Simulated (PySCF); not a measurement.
A calculated (r2SCAN, PySCF 2.14, x2c-TZVPPall with one added diffuse shell each of s, p, d, f type, the spin-free X2C one-electron Hamiltonian (Gaussian nucleus)) atom or ion has these occupied shells.

```
shell  electrons  orbital energy (eV)  rms radius, mean of both spins (bohr)
 1s β          1             -78267.2                                 0.0194
 1s α          1             -78267.2                                 0.0194
 2s α          1             -13805.5                                 0.0782
 2s β          1             -13805.1                                 0.0782
 2p α          3             -12017.6                                 0.0716
 2p β          3             -12017.3                                 0.0716
 3s α          1              -3282.4                                  0.200
 3s β          1              -3282.3                                  0.200
 3p α          3              -2756.7                                  0.202
 3p β          3              -2756.6                                  0.202
 3d α          5              -2162.0                                  0.184
 3d β          5              -2161.8                                  0.184
 4s α          1              -739.84                                  0.441
 4s β          1              -739.56                                  0.441
 4p α          3              -565.58                                  0.470
 4p β          3              -565.33                                  0.470
 4d α          5              -346.74                                  0.503
 4d β          5              -346.44                                  0.503
 5s α          1              -139.67                                   1.01
 5s β          1              -137.43                                   1.01
 4f α          7              -106.88                                  0.570
 4f β          7              -106.43                                  0.570
 5p α          3              -93.777                                   1.16
 5p β          3              -90.974                                   1.16
 5d α          5              -40.095                                   1.59
 5d β          2              -38.154                                   1.59
```

Name the element and its charge.

Pt³⁺ (platinum, charge +3), in [Xe] 4f14 5d7, high-spin 4F determinant.
